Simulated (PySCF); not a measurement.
# NMR data sheet: C2H14BNSi3

```
Formula                               : C2H14BNSi3
SMILES                                : CB(C)[SiH2]N([SiH3])[SiH3]
Point group of the computed structure : C1
Carbon signals                        : 1
Proton signals                        : 3
```

Atom-mapped SMILES (the numbers label the heavy atoms): `[CH3:1][B:2]([CH3:3])[SiH2:4][N:5]([SiH3:6])[SiH3:7]`. Each H is labelled by its parent atom.

[PySCF: coordinates at the PBE0-D3(BJ)/def2-SVP level; HF/pcSseg-1 with gauge-including orbitals; relativity neglected; no solvent; single conformer; fast rotation and ring inversion assumed for equivalent nuclei]

Shifts are taken against calculated references (same method and geometry level): ¹H (σ = 31.69 ppm) and ¹³C (σ = 190.85 ppm) and ²⁹Si (σ = 393.43 ppm) against TMS; ¹¹B (σ = 115.29 ppm) vs BF3·OEt2; ¹⁵N (σ = 265.72 ppm) against NH3.

| carbon | δC, type | δH (multiplicity) | HMBC from (2–3 bonds) | span of the C tensor (ppm) |
| --- | --- | --- | --- | --- |
| C1/C3 | 18.0, CH3 | 1.17 (s) | H(Si4), H(C1)/H(C3) | 41 |

Other nuclei:
```
        atoms  nucleus                           environment  δ (ppm)  σ (ppm)
       H(Si4)       ¹H  hydrogen on a silicon bonded to B, N     4.24    27.44
H(Si6)/H(Si7)       ¹H     hydrogen on a silicon bonded to N     4.22    27.47
          Si4     ²⁹Si           silicon bonded to B, N, 2 H    -39.9    433.3
      Si6/Si7     ²⁹Si              silicon bonded to N, 3 H    -46.8    440.2
           B2      ¹¹B               boron bonded to 2 C, Si    100.4     14.9
           N5      ¹⁵N               nitrogen bonded to 3 Si    -35.1    300.8
```

δC 18.0: methyl carbon bonded to B. δH 4.24: hydrogen on a silicon bonded to B, N. δH 4.22: hydrogen on a silicon bonded to N. δH 1.17: hydrogen on a methyl carbon bonded to B.

A carbon bonded to boron is broadened by the quadrupolar boron nucleus and is often missing from a measured spectrum. Shifts are as computed. Against solution values, carbons near 30 ppm lie about -0 ppm off and those near 130 ppm about +7 ppm. Of 1309 compounds with measured shifts, 239 miss one by over three times the rms of a fit or turn the order of signals round; such compounds aren't used in these exercises. Experimental scales use liquid or dissolved standards, which lie at an offset from isolated NH3 (liquid NH3: subtract about 20 ppm). No couplings were computed; multiplicities are counted from neighbouring protons, with m where these are inequivalent, close in shift, in a saturated or five-membered ring or joined by F or P, and br s for small geminal =CH2 splittings.
